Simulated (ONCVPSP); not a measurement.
**rhenium (Re), ONCV: configuration errors across variants**

Re, optimised norm-conserving Vanderbilt (ONCV), made with ONCVPSP 4.0.1 (PBE, scalar-relativistic). Core [Kr] 4d10 4f14, reference 5s2 5p6 5d5 (charge +2). Waves: 5s: rc 1.50 bohr, ncon 4, nbas 7, qcut 7.6 1/bohr, 3 projectors, debl 3.6 Ha; 5p: rc 1.25 bohr, ncon 3, nbas 8, qcut 5.3 1/bohr, 3 projectors, debl 3.4 Ha; 5d: rc 2.75 bohr, ncon 4, nbas 8, qcut 6 1/bohr, 2 projectors, debl 1.9 Ha. Local part: polynomial inside 0.80 bohr (lpopt 2, dvloc0 -1 Ha). Core correction: Teter function, fcfact 5.5, rcfact 1.5.

In the s channel the program set the typed energies aside and used -3.744, 0.250, 3.850 Ha.

All-electron excitation energies from the reference (eV): (1) 5s2 5p6 5d5 6s2 -25.571; (2) 5s2 5p6 5d5 6s1 -16.322; (3) 5s2 5p6 5d4 27.129; (4) 5s2 5p6 5d5 6s1.5 -21.789.

2 further variants failed, have other tests or too few solved ones, and are left out.

Errors AE − PS in meV (a dash: test not solved or not reliable):

```tsv
change	(1)	(2)	(3)	(4)	bound ghosts	GHOST(+) flags above zero
base	+0.2	+1.5	+12	+0.8	none	s, p
s: qcut 5.2; p: qcut 3.7; d: qcut 4.1	-39	-15	+87	-28	none	s, p, d
s: qcut 5.6; p: qcut 3.9; d: qcut 4.4	-27	-10.0	+67	-19	none	s, p, d
s: qcut 6.6; p: qcut 4.6; d: qcut 5.2	-8.5	-2.3	+32	-5.8	none	s
s: qcut 8.3; p: qcut 5.8; d: qcut 6.6	+3.8	+3.2	+1.6	+3.6	none	s, p
s: qcut 9.4; p: qcut 6.6; d: qcut 7.4	+5.7	+4.1	-4.0	+5.1	none	s, p
```

(1) Give the same row for: s: qcut 7.5; d: qcut 5.9.

## Answers

(1) -0.5, +1.2, +13, +0.3; bound ghosts: none; GHOST(+) flags above zero: s, p.
